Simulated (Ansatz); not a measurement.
`[NH2][Al]([F])[SiH3]` + H₂Te → `[NH2][Al]([F])[TeH]` + SiH₄ at 600 K and 1 bar (cleavage of the Al–Si bond).

Calculated with Ansatz (gas phase, PBE0-D4/def2-TZVP geometries, no zero-point term in ΔE). CBS: MP2 limit from def2 TZ/QZ plus the TZ coupled-cluster correction, frozen cores. This one scheme is used for every species. Elements past krypton have def2 core potentials. For Te outer-core shells are correlated without core-valence functions, which leaves a few kJ/mol of doubt a bond. One conformer a species, not always the lowest.

```
               species  CCSD(T)/CBS energy (Eh)  H − E (kJ/mol)  S (J/(mol·K))
`[NH2][Al]([F])[SiH3]`               -688.71365           200.3          443.7
                  H₂Te               -268.91024            52.9          255.0
 `[NH2][Al]([F])[TeH]`               -666.20158           147.4          433.0
                  SiH₄               -291.46306           108.7          242.3
```

H − E and S are ideal-gas, rigid-rotor, harmonic terms from PBE0-D4/def2-TZVP, for one conformer and one mirror image of each species. 1 Eh = 2625.50 kJ/mol, R = 8.31446 J/(mol·K).

Task: By hand: ΔE, ΔH, ΔS and ΔG.

Result: ΔE = (-666.20158) + (-291.46306) − (-688.71365) − (-268.91024) = -0.04075 Eh = -107.0 kJ/mol. Δ(H − E) = 147.4 + 108.7 − 200.3 − 52.9 = 2.9, so ΔH = -104.1 kJ/mol. ΔS = 433.0 + 242.3 − 443.7 − 255.0 = -23.4 J/(mol·K). ΔG = -104.1 − 600 × (-23.4)/1000 = -90.1 kJ/mol.

Task: By hand: the equilibrium constant, and the temperature at which ΔG would vanish if ΔH and ΔS stayed fixed.

Result: log₁₀ K = −ΔG/(RT ln 10) = 7.8. ΔG = 0 at ΔH/ΔS = 4449 K, far beyond where these terms or the molecules hold.

ΔH outweighs TΔS. A doubt of 5 kJ/mol in ΔE shifts log₁₀ K by 0.4 here. Other conformers and mirror images would add mixing entropy, several J/(mol·K) or more a flexible species. Modes under 60 cm⁻¹, often nearly free rotors, make the harmonic entropy too high. These are equilibria of isolated gas molecules and say nothing of rates. Largest T1 diagnostic: 0.013 (customary marks: 0.02 for closed shells, 0.045 for open ones).
